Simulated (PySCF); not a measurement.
Species: C₄H₉NSi₂.
Geometry (PBE0-D3(BJ)/def2-SVP, Å), atoms numbered from 1 in this order:
```xyz
16
C4H9NSi2 angstrom
C      2.4582   -2.2146   -0.1342
C      1.7445   -1.2354   -0.0818
C      0.8613   -0.0869   -0.0085
C     -0.0452    0.1043   -1.2492
Si    -1.4332    1.3038   -0.7828
N     -1.5312    0.9422    0.9225
Si    -0.2834   -0.1144    1.5244
H      3.0959   -3.0779   -0.1775
H      1.4800    0.8206    0.1252
H     -0.5045   -0.8612   -1.5198
H      0.5401    0.4313   -2.1238
H     -2.7075    1.0221   -1.5152
H     -1.0746    2.7332   -1.0584
H     -2.2687    1.3063    1.5154
H      0.4028    0.4239    2.7387
H     -0.7540   -1.5000    1.8340
```

Method used: PySCF, TDDFT PBE0/def2-SVPD, vertical, gas phase, core orbitals frozen in the response.

Transition dipole moments from the ground state, in atomic units and in the frame of the coordinates above (overall signs are arbitrary), for the states with f of 0.002 or more among the lowest 8:

| state | E (hartree) | μx | μy | μz |
| --- | --- | --- | --- | --- |
| S1 | 0.2256 | 0.103 | 0.175 | 0.035 |
| S2 | 0.2265 | -0.096 | -0.007 | -0.080 |
| S4 | 0.2411 | -0.156 | -0.174 | -0.002 |
| S5 | 0.2427 | -0.031 | -0.038 | -0.184 |
| S6 | 0.2478 | 0.028 | -0.015 | 0.131 |
| S7 | 0.2501 | -0.085 | 0.000 | 0.110 |
| S8 | 0.2539 | -0.274 | 0.104 | -0.111 |

Task: What oscillator strength does each state have?

Result: f = (2/3) ΔE |μ|² with ΔE in hartree (27.2114 eV).

```csv
state,|μ|² (au),|μ| (D),f
S1,0.043,0.53,0.006
S2,0.016,0.32,0.002
S4,0.055,0.59,0.009
S5,0.036,0.48,0.006
S6,0.018,0.34,0.003
S7,0.019,0.35,0.003
S8,0.098,0.80,0.017
```

Task: Which bond between heavy atoms lies closest to the direction of the S8 transition dipole?

Result: N6–Si7, at 18° from it; next C3–C4 at 33°.

Task: How is the summed strength of these states shared among x, y and z?

Result: (2/3) Σ ΔE μα² gives 0.021 for x, 0.012 for y and 0.014 for z, 0.046 in all.

Task: What peak molar absorption coefficient would the strongest computed level give as a lone Gaussian band 0.4 eV wide at half height?

Result: ε(max) = 2.175×10⁸ f / FWHM, with the width in cm⁻¹. S8: 2.175×10⁸ × 0.0166 / 3226 ≈ 1100 L mol⁻¹ cm⁻¹.

All these states lie below the vertical ionisation energy of 9.01 eV (ΔSCF).

One conformer stands for the species.
